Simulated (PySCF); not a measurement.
## Dipole moment and polarisability of `FC(F)(F)[SiH3]`

CH3F3Si.
Geometry (GFN2-xTB, Å), atoms numbered from 1 in this order:
```
atom  x, y, z in Å
F1     1.531   -0.210   -1.110
C2     0.911   -0.048    0.077
F3     1.447    1.059    0.630
F4     1.308   -1.080    0.849
Si5   -1.027    0.058   -0.095
H6    -1.256    1.215   -0.952
H7    -1.406   -1.214   -0.698
H8    -1.499    0.229    1.274
```

Level: PBE0/def2-SVPD (PySCF), static field, nuclei fixed, core orbitals frozen in the response. The polarisability tensor in these axes (au):

```
x   46.77 -0.28  0.46
y   -0.28 41.73 -0.03
z    0.46 -0.03 41.75
```

Question: Give the principal values, the mean and the anisotropy Δα = √{½[(α1 − α2)² + (α2 − α3)² + (α1 − α3)²]}.

Answer: Principal values 41.71, 41.71 and 46.83 au; mean 43.42 au = 6.43 Å³ = 7.16 × 10⁻⁴⁰ C²·m²/J; Δα = 5.12 au (12 % of the mean).

Question: What is the dipole moment, and where does it point?

Answer: (-2.65, 0.15, -0.24) D, 2.67 D in size, pointing from the negative to the positive side. Measured along this direction, the outermost atoms are F4, F3 and F1 at the negative end and H6, H7 and H8 at the positive end.

Question: Find the Langevin capture rate constant for H3O+ (19.018 u) meeting this molecule (99.996 u), k = 2.342 × 10⁻⁹ cm³/s × √(α in Å³ / reduced mass in u).

Answer: The reduced mass is 15.98 u, so k = 1.49 × 10⁻⁹ cm³/s. The formula leaves out the permanent dipole, which adds to the capture rate.

Question: What would n − 1 = 2πNα be for an ideal gas of these molecules at 298.15 K and 1 atm, electronic part alone?

Answer: N = p/kT = 2.4615 × 10¹⁹ cm⁻³, so n − 1 = 2π × N × 6.43 × 10⁻²⁴ cm³ = 995 × 10⁻⁶ at long wavelengths, for an ideal gas.

Question: Traceless (Buckingham) quadrupole moment about the centre of nuclear charge: eigenvalues?

Answer: -1.36, -1.35, 2.71 D·Å. The values depend on the origin, since the dipole doesn't vanish. The electronic extent ⟨r²⟩ about the same centre is 494 bohr², a root-mean-square distance of 1.66 Å for the 50 electrons.

Question: What depolarisation ratio follows for Rayleigh scattering of linearly polarised light, taking the static tensor?

Answer: ρ = 3Δα²/(45ᾱ² + 4Δα²) = 78.6/(84825 + 104.7) = 0.000925.

Question: How large is μ²/3kT at 298 K beside α?

Answer: In Gaussian units μ²/3kT = 57.67 Å³ against 6.43 Å³, a ratio of 8.96; the Debye molar polarisation (4π/3)N_A(α + μ²/3kT) is 161.7 cm³/mol, leaving out the vibrational part.

Isolated species at its GFN2-xTB geometry, gas phase.
